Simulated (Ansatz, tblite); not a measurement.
Spin states of As2P (the lowest doublet isomer of a short search), each relaxed with PBE0-D4/def2-TZVP in Ansatz. Electronic energies in the gas phase.

The xTB rows come from tblite. HSE06 is defined as in plane-wave codes, on full-range PBE exchange. Correlated methods freeze 23 core orbitals; core or outer-core shells of As are correlated, in sets that lack core-valence functions. In CCSD on the charge 0 doublet the largest single amplitude is 0.20, so its Hartree–Fock determinant may place the open shell otherwise than the density functionals do. The structure comes from a short search, and lower isomers may exist.

Doublet geometry (C2v within 0.1 Å):

```csv
atom,x (Å),y (Å),z (Å)
P1,1.042,0.385,0.474
As2,-1.138,0.579,0.498
As3,0.096,-0.964,-0.972
```

Quartet geometry (C2v within 0.1 Å):

```tsv
atom	x (Å)	y (Å)	z (Å)
P1	-0.637	0.266	0.992
As2	-0.759	-0.480	-1.095
As3	1.396	0.214	0.103
```

⟨S²⟩: doublet 0.82 at PBE0-D4/def2-TZVP (pure 0.75), quartet 3.77 at PBE0-D4/def2-TZVP (pure 3.75).

Run but left out: HF/STO-3G, HF/def2-TZVP, HF/def2-TZVPP, PBE-QIDH/def2-TZVP, MP2/def2-TZVP, MP2/def2-TZVPP (doublet: ⟨S²⟩ 1.01 to 1.39, where a pure state has 0.75).

Only these spin states were relaxed.

| level | quartet − doublet (kcal/mol) | lowest of these | remarks |
| --- | --- | --- | --- |
| GFN1-xTB | 44.3 | doublet | – |
| GFN2-xTB | 44.4 | doublet | – |
| PBE-D4/def2-TZVP | 42.4 | doublet | – |
| r2SCAN-D4/def2-TZVP | 41.5 | doublet | – |
| r2SCANh-D4/def2-TZVP | 40.9 | doublet | spin-contaminated (⟨S²⟩ 0.84) (doublet) |
| PBE0-D4/def2-TZVP | 41.0 | doublet | – |
| r2SCAN0-D4/def2-TZVP | 40.2 | doublet | spin-contaminated (⟨S²⟩ 0.88) (doublet) |
| HSE06-D4/def2-TZVP | 40.9 | doublet | – |
| ωB97X-V/def2-TZVP | 42.2 | doublet | spin-contaminated (⟨S²⟩ 0.85) (doublet) |
| RPA@PBE/def2-TZVP | 42.9 | doublet | – |
| CCSD/def2-TZVPP | 42.4 | doublet | spin-contaminated (⟨S²⟩ 1.21) (doublet) |
| CCSD(T)/def2-TZVPP | 43.4 | doublet | spin-contaminated (⟨S²⟩ 1.21) (doublet) |

Change of the quartet − doublet gap on mixing in exact exchange, in kcal/mol: PBE to PBE0 (25 % exact exchange) -1.5; r2SCAN to r2SCANh (10 % exact exchange) -0.6; r2SCAN to r2SCAN0 (25 % exact exchange) -1.3.

The xTB methods have no spin-polarisation term.
